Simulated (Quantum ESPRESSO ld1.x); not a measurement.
Values are calculated unless marked as measured or tabulated.
Problem. F3+, 6 electrons, occupied as [He] 2s2 2p2. Level of theory: scalar-relativistic Kohn-Sham, LDA (Slater exchange, Perdew-Zunger correlation), spin-polarised, spherical densities, point nucleus; open shells are filled with parallel spins first (ld1.x of Quantum ESPRESSO 7.5). Some entries of the table are withheld. Estimate them.

| orbital | occ. | eigenvalue (eV) | <r> (bohr) |
|---|---|---|---|
| 1s up | 1 | -737.438 | 0.1772 |
| 1s down | 1 | -734.894 | 0.1766 |
| 2s up | 1 | -92.7590 | 0.8738 |
| 2s down | 1 | -87.5699 | 0.8917 |
| 2p up | 2 | -75.0296 | 0.8179 |
| 2p down | 0 | -69.3697 | 0.8447 |
| 3s up | 0 | -26.3152 | 2.461 |
| 3s down | 0 | -25.4427 | 2.529 |
| 3p up | 0 | (1) | 2.599 |
| 3p down | 0 | (2) | 2.692 |
| 3d up | 0 | (3) | 2.594 |
| 3d down | 0 | (4) | 2.729 |

Solution. 
(1) 3p up eigenvalue (eV): -22.0808
(2) 3p down eigenvalue (eV): -21.2347
(3) 3d up eigenvalue (eV): -17.2955
(4) 3d down eigenvalue (eV): -16.6020
